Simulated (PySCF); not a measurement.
## Dipole response of F⁻ (fluorine, charge -1)

[Ne], closed-shell 1S. Computed with PySCF 2.14 in aug-cc-pV5Z (7s6p5d4f3g2h, 127 functions), with the non-relativistic Hamiltonian (point nucleus). Coupled (time-dependent) response in atomic units; α is the mean over directions.

| method | mean α (bohr³) | C₆ (like pair) | S(−4) |
| --- | --- | --- | --- |
| UHF | 8.835 | 34.92 | 41.22 |
| PBE0 | 11.82 | 51.16 | 85.61 |
| BHandHLYP | 10.44 | 43.33 | 63.72 |

S(−4) is the Cauchy moment in α(ω) = α(0) + S(−4) ω² + …

α(iu) at BHandHLYP:

```json
{"u (hartree)": "0", "α(iu) (bohr³)": "10.44"}
{"u (hartree)": "0.0500", "α(iu) (bohr³)": "10.28"}
{"u (hartree)": "0.100", "α(iu) (bohr³)": "9.861"}
{"u (hartree)": "0.200", "α(iu) (bohr³)": "8.616"}
{"u (hartree)": "0.300", "α(iu) (bohr³)": "7.340"}
{"u (hartree)": "0.500", "α(iu) (bohr³)": "5.348"}
{"u (hartree)": "0.750", "α(iu) (bohr³)": "3.737"}
{"u (hartree)": "1.00", "α(iu) (bohr³)": "2.732"}
{"u (hartree)": "1.50", "α(iu) (bohr³)": "1.640"}
{"u (hartree)": "2.00", "α(iu) (bohr³)": "1.099"}
{"u (hartree)": "3.00", "α(iu) (bohr³)": "0.5981"}
{"u (hartree)": "5.00", "α(iu) (bohr³)": "0.2601"}
```

A single London oscillator, α(iu) = α/(1 + u²/ω²), gives C₆ = (3/4) ω α². Matching the computed C₆ needs ω = 4 × 43.33 / (3 × 10.44²) = 0.530 hartree.

For an ion, C₆ is the dispersion term alone; charge-induced terms of lower order in 1/R come first.
